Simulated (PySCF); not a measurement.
C₃H₈OSi₂. Atoms are numbered in the order given.

```xyz
14

O     -2.2947    -0.4329     0.3694
Si    -0.9299    -0.3223    -0.6024
C      0.4243    -1.5867    -0.1305
C      1.5569    -0.9093     0.6117
C      1.7227     0.4275     0.6943
Si     0.4453     1.5281    -0.1463
H     -2.2345    -0.0306     1.2434
H     -1.4195    -0.5435    -1.9879
H     -0.0032    -2.4094     0.4707
H      0.8165    -2.0706    -1.0455
H      2.2888    -1.5731     1.0938
H      2.5899     0.8135     1.2425
H     -0.1208     2.5522     0.7862
H      1.0009     2.2534    -1.3294
```
Charge 0, spin multiplicity 1.

Geometry optimised at B3LYP-D3(BJ)/def2-SVP. The structure was generated by enumeration; whether it is a known compound was not checked. Other conformers were not sampled.

Calculation: PBE0/pcSseg-1 (PySCF).

GIAO shieldings, no solvent; atoms listed in one row are averaged. δ = σ(ref) − σ: ¹⁷O against H2O (σ = 334.2 ppm); ²⁹Si against TMS (σ = 352.7 ppm); ¹³C against TMS (σ = 186.3 ppm); ¹H against TMS (σ = 31.56 ppm), references at their B3LYP-D3(BJ)/def2-TZVP geometries, non-relativistic.

Computed chemical shifts:
| nucleus | atoms | count | δ (ppm) |
|---|---|---|---|
| ¹⁷O | O1 | 1 | 22.0 |
| ²⁹Si | Si2 | 1 | 12.1 |
| ²⁹Si | Si6 | 1 | -78.4 |
| ¹³C | C4 | 1 | 165.4 |
| ¹³C | C5 | 1 | 135.4 |
| ¹³C | C3 | 1 | 31.1 |
| ¹H | H11 | 1 | 7.42 |
| ¹H | H12 | 1 | 6.64 |
| ¹H | H8 | 1 | 5.59 |
| ¹H | H13, H14 | 2 | 4.24 |
| ¹H | H9 | 1 | 2.20 |
| ¹H | H10 | 1 | 2.06 |
| ¹H | H7 | 1 | 0.91 |
